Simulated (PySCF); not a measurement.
# MGa cations for M along the sixth-period p block

PBE0 with double-zeta basis sets in PySCF, for the lowest determinant that a PBE0 search found; no spin–orbit coupling. De refers to high-spin ground-configuration atoms (the charge goes to the atom of lower measured ionisation energy or higher electron affinity, which is not always the lowest computed limit). A positive dipole points towards Ga; it is taken about the centre of mass and depends on that origin.

```json
{"M": "Tl", "basis": "def2-SVP", "charged atom": "Ga+", "state (unpaired electrons)": "doublet (σ ↑)", "Re (Å)": "3.461", "ωe (cm⁻¹)": "71.9", "De (eV)": "n/a", "μ (D)": "2.91"}
{"M": "Pb", "basis": "cc-pVDZ-PP", "charged atom": "Ga+", "state (unpaired electrons)": "triplet (σ ↑, π ↑)", "Re (Å)": "3.119", "ωe (cm⁻¹)": "95.9", "De (eV)": "n/a", "μ (D)": "3.83"}
{"M": "Bi", "basis": "cc-pVDZ-PP", "charged atom": "Ga+", "state (unpaired electrons)": "quartet (σ ↑, π ↑↑)", "Re (Å)": "2.989", "ωe (cm⁻¹)": "101", "De (eV)": "n/a", "μ (D)": "5.04"}
```

The shortest bond is that of GaBi⁺ (2.989 Å), the longest that of TlGa⁺ (3.461 Å).

The rows differ in basis set, which adds steps of its own.

The state changes along the series, so neighbouring rows are not always alike in their bonding.

Spin–orbit coupling is left out, which matters for elements this heavy, above all for dissociation energies. States were picked by a PBE0 search and need not be the measured ground states.
